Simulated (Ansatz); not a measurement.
# Relaxing a trial structure of CH4F3GeN

The starting geometry of this gas-phase singlet was optimised with GFN2-xTB.

```xyz
10

C     2.5554    2.3123    0.8102
F     0.5637    3.8880    2.4509
F    -0.7926    1.4930    2.9017
F    -0.4356    2.5416    0.3445
Ge    0.5119    2.1715    1.8515
N     2.5180    3.4787    0.1443
H     1.8950    3.5308   -0.6515
H     2.5317    4.3226    0.7026
H     2.5463    1.4245    0.1917
H     3.2367    2.2794    1.6497
```

Problem. Predict what it relaxes into with PBE0-D4/def2-SVP.

Solution. It keeps its bonds, and is `N[CH2][Ge]([F])([F])[F]`. Distances that change by over a tenth: C1–Ge5 (2.30 → 1.95 Å).

The energy falls by 0.91 eV over 10 steps:

```
step  E − E(last) (eV)
   1             0.907
   2             0.548
   3             0.217
   4             0.068
   5             0.023
   6             0.003
   7             0.000
   8             0.000
   9             0.000
  10             0.000
```

Final geometry (Å):

```xyz
10

C     2.3022    2.3163    0.9302
F     0.3439    3.9470    2.5560
F    -0.0848    1.2348    2.7095
F    -0.6634    2.6162    0.4030
Ge    0.5017    2.4756    1.6681
N     2.6668    3.4304    0.0961
H     2.0550    3.5252   -0.7106
H     2.6556    4.3119    0.6031
H     2.3516    1.3721    0.3663
H     3.0019    2.2129    1.7739
```

No frequencies were run, so the end isn't proven a minimum. Run with Ansatz 0.2.0, 31 s on 2 threads of Arm Neoverse V2 (shared host).
